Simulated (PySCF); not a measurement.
Compound: C₆H₁₄O.
Structure used (PBE0-D3(BJ)/def2-SVP), in Å, numbered top down from 1:
```
atom  x, y, z in Å
C1    -3.484   -0.039    0.176
C2    -2.126    0.544   -0.176
C3    -0.962   -0.362    0.201
C4     0.403    0.214   -0.149
C5     1.564   -0.693    0.229
C6     2.926   -0.113   -0.112
O7     3.988   -0.979    0.185
H8    -3.569   -0.228    1.259
H9    -4.305    0.637   -0.108
H10   -3.652   -1.000   -0.337
H11   -2.082    0.757   -1.259
H12   -2.000    1.521    0.323
H13   -1.084   -1.341   -0.298
H14   -1.002   -0.575    1.284
H15    0.442    0.425   -1.233
H16    0.523    1.193    0.349
H17    1.467   -1.670   -0.274
H18    1.526   -0.903    1.315
H19    2.983    0.086   -1.195
H20    3.045    0.871    0.389
H21    3.957   -1.170    1.128
```

Jobs on this species (21 atoms, 58 electrons) with PySCF (density fitting). Hardware of each: one thread, Arm Neoverse N1, no GPU, on a shared host. The host was shared with other jobs, so the times are rough.

```tsv
level and settings	work	basis functions	SCF cycles	wall time
CAM-B3LYP/def2-SVPD	10 singlets by full TDDFT, 4 Tamm–Dancoff triplets, polarisability, ΔSCF ions	255	?	?
PBE0/6-31G	shieldings, charges and field gradients	91	?	?
PBE0/pcSseg-0	shieldings, charges and field gradients	91	?	?
HF/def2-SVPD	10 singlets by TDHF, 4 Tamm–Dancoff triplets, polarisability, ΔSCF ions	255	10	2.3 min
B3LYP/def2-SVPD	10 singlets by full TDDFT, 4 Tamm–Dancoff triplets, polarisability, ΔSCF ions	255	12	7.5 min
LDA/def2-SVPD	10 singlets by full TDDFT, 4 Tamm–Dancoff triplets, polarisability, ΔSCF ions	255	13	2.5 min
PBE0/6-31G*	shieldings, charges and field gradients	126	12	25 s
PBE0/STO-3G	shieldings, charges and field gradients	49	11	9.2 s
PBE/def2-SVPD	10 singlets by full TDDFT, 4 Tamm–Dancoff triplets, polarisability, ΔSCF ions	255	14	5.9 min
```

**Question.** Fill in the missing figures.

**Answer.** 
- CAM-B3LYP/def2-SVPD; 10 singlets by full TDDFT, 4 Tamm–Dancoff triplets, polarisability, ΔSCF ions: 15 min, 12 SCF cycles
- PBE0/6-31G; shieldings, charges and field gradients: 18 s, 12 SCF cycles
- PBE0/pcSseg-0; shieldings, charges and field gradients: 14 s, 12 SCF cycles

**Question.** What do all jobs in the table cost together?

**Answer.** About 34 min; the longest takes about 44 % of that, and about 98 times as long as the shortest.
